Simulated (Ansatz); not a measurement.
Geometry optimisation, UKS PBE-D4/def2-SVP (Ansatz 0.2.0).

Input:

```yaml
crystal:
  periodic: [false, false, false]
  atoms:
    - { symbol: C, position_ang: [-0.52516, 1.78291, -0.97931] }
    - { symbol: C, position_ang: [-0.17607, 0.59455, -0.32914] }
    - { symbol: "N", position_ang: [0.11434, -0.38053, 0.20832] }
    - { symbol: Si, position_ang: [0.56614, -1.92442, 1.05701] }
    - { symbol: H, position_ang: [0.02556, 2.62098, -0.54424] }
    - { symbol: H, position_ang: [-1.59731, 1.9672, -0.87078] }
    - { symbol: H, position_ang: [-0.2827, 1.71223, -2.0432] }
    - { symbol: H, position_ang: [-0.32626, -2.84536, 0.36961] }
    - { symbol: H, position_ang: [0.22303, -1.55118, 2.42051] }
    - { symbol: H, position_ang: [1.97844, -1.97637, 0.71121] }
total_charge: 1
magnetization:
  spin_polarized: true
basis:
  gaussian: { orbitals: def2-SVP }
hamiltonian:
  xc: pbe
  dispersion: d4
relax:
  f_tol: 0.02
  max_steps: 50
```

Command:

```bash
$ ansatz run input.yaml --threads 2 --pin off --max-ram 3072MiB --backend cpu --events-out ev --progress --plain --runs-dir out
```

Question: Where does it end, and by what steps?

Answer: The run converged. After 4 steps the energy has fallen by 0.132 eV; H9 moved furthest, 0.10 Å.

| step | energy less start (eV) | largest force component (eV/Å) | accepted |
| --- | --- | --- | --- |
| 0 | 0.0000 | 1.195 | yes |
| 1 | -0.1243 | 0.501 | yes |
| 2 | -0.1316 | 0.116 | yes |
| 3 | -0.1320 | 0.071 | yes |
| 4 | -0.1322 | 0.008 | yes |

```xyz
10
Properties=species:S:1:pos:R:3
C -0.542 1.840 -1.010
C -0.183 0.621 -0.341
N 0.109 -0.369 0.203
Si 0.570 -1.935 1.063
H 0.020 2.689 -0.565
H -1.632 2.020 -0.897
H -0.292 1.760 -2.090
H -0.315 -2.936 0.404
H 0.243 -1.629 2.484
H 2.021 -2.059 0.751
```

Run time: 20 s on 2 threads of Intel(R) Xeon(R) Platinum 8259CL CPU @ 2.50GHz (Skylake/Cascade Lake), with other jobs on the host, peak memory 0.17 GiB.
